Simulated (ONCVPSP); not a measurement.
## nickel (Ni): ONCV pseudisation with LDA (Perdew-Wang 92), scalar-relativistic reference atom.

```
Element                 : nickel
Generator               : ONCVPSP 4.0.1
Type                    : optimised norm-conserving Vanderbilt (ONCV)
Functional              : LDA (Perdew-Wang 92)
Relativity              : scalar-relativistic
Frozen core             : [Ne]
Valence charge          : 18
Reference configuration : 3s2 3p6 3d8 4s2
Partial waves           : 3s+4s: rc 1.35 bohr, ncon 5, nbas 9, qcut 9.4 1/bohr, 2 projectors; 3p: rc 1.25 bohr, ncon 4, nbas 8, qcut 11.5 1/bohr, 2 projectors, debl 2.7 Ha; 3d: rc 1.20 bohr, ncon 5, nbas 10, qcut 15.6 1/bohr, 3 projectors, debl 1.4 Ha
Local potential         : polynomial inside 1.05 bohr (lpopt 5, dvloc0 4 Ha)
Core correction         : Teter function fitted to the true core (icmod 2), fcfact 0.35
```

All-electron outer shells of the reference configuration (LDA (PZ), scalar-relativistic, ld1.x):

| shell | level (eV) | outermost node (bohr) | outermost maximum (bohr) |
| --- | --- | --- | --- |
| 2p | -844.17 | – | 0.16 |
| 3s | -110.50 | 0.30 | 0.64 |
| 3p | -71.26 | 0.27 | 0.65 |
| 3d | -9.14 | – | 0.63 |
| 4s | -5.87 | 0.92 | 2.21 |

What the tests gave:

- Cutoffs needed: 85 Ha and 97 Ha (the cutoffs (Ha) at which the residual kinetic energy of the hardest occupied pseudo-wave falls to 1 and 0.1 mHa per electron)
- Ghost test: no bound ghost flagged; no localised positive-energy state flagged
- Largest excitation error: -5.3 meV (all-electron minus pseudo) for 3s2 3p6 3d7 4s0, out of 4 test configurations
- rms error of d²Exc/dni dnj: 2.81 mHa without and 1.23 mHa with the model core

Generation and tests took about 8.3 s on one core of a shared server CPU.
